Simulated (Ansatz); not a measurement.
Pb2S. The state is a triplet with charge 0. Geometry PBE-D4/def2-TZVP, that of the charge +1 doublet; atoms count from 1.

Cartesian coordinates in Å:
```
Pb 1.240 -1.219 0.472
Pb -0.959 0.497 -1.442
S -0.281 0.722 0.970
```

In the def2 sets Pb takes a core potential; there is no spin–orbit coupling. At PBE0-D4/def2-TZVP a singlet of charge 0 lies 0.52 eV below the triplet at the same geometry. The structure comes from a short search, and lower isomers may exist.

(1) Estimate the Mulliken populations from the PBE0/def2-TZVP orbitals of Ansatz.

(2) Where does the spin sit?

(3) And the Mayer bond orders between bonded heavy atoms (over 0.3)?

Results:

(1) 
```csv
atom,charge (e),spin (α − β)
Pb1,0.28,0.90
Pb2,0.28,0.89
S3,-0.55,0.21
```
Mulliken values and Mayer orders depend strongly on the basis.

(2) Summed by element: Pb 1.79, S 0.21, of 2 unpaired in all. Largest on single atoms: Pb1 0.90, Pb2 0.89, S3 0.21.

(3) Pb1–Pb2 1.07 (3.38 Å); Pb1–S3 1.03 (2.52 Å); Pb2–S3 1.03 (2.52 Å).
